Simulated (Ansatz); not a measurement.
Steps of a relaxation of BBr3, SMILES `BrB(Br)Br` with RKS PBE-D4/def2-SVP.

```sh
$ ansatz run in.yaml --threads 4 --pin off --events-out ev --progress --plain --max-ram 10444MiB
```

```yaml
crystal:
  periodic: [false, false, false]
  atoms:
    - {symbol: Br, position_ang: [-1.582500, -1.035700, 0.635400]}
    - {symbol: B, position_ang: [-0.010500, -0.013500, -0.009200]}
    - {symbol: Br, position_ang: [1.759700, -0.476700, 0.713900]}
    - {symbol: Br, position_ang: [-0.111100, 1.465600, -1.360400]}
basis:
  gaussian: {orbitals: def2-SVP}
hamiltonian: {xc: pbe, dispersion: d4}
relax: {f_tol: 0.03, max_steps: 200}
```

Positions (Å) and forces (eV/Å) along the path, 4 of 4 steps:

```xyz
4
step=1 energy=-210759.6332 eV
Br   -1.583   -1.036    0.635    0.998    0.839   -0.578
B    -0.011   -0.013   -0.009    0.077    0.139   -0.124
Br    1.760   -0.477    0.714   -0.965    0.259   -0.397
Br   -0.111    1.466   -1.360   -0.110   -1.237    1.099
4
step=2 energy=-210759.8079 eV
Br   -1.557   -0.952    0.565    0.239    0.018    0.024
B     0.028   -0.022    0.003   -0.109    0.093   -0.099
Br    1.757   -0.472    0.710   -0.276    0.058   -0.102
Br   -0.172    1.385   -1.298    0.146   -0.169    0.176
4
step=3 energy=-210759.8171 eV
Br   -1.538   -0.964    0.579   -0.011    0.000   -0.002
B     0.015   -0.016   -0.004   -0.067    0.032   -0.040
Br    1.728   -0.466    0.699    0.087   -0.025    0.038
Br   -0.148    1.386   -1.295   -0.010   -0.007    0.005
4
step=4 energy=-210759.8174 eV
Br   -1.540   -0.963    0.578    0.001   -0.001    0.001
B     0.014   -0.015   -0.005    0.000    0.000    0.000
Br    1.732   -0.468    0.701   -0.002    0.001   -0.001
Br   -0.150    1.386   -1.295    0.001    0.000    0.000
```

Run time 4.7 s (4 threads of an Arm Neoverse V1 on a shared host); peak host memory 0.18 GiB.
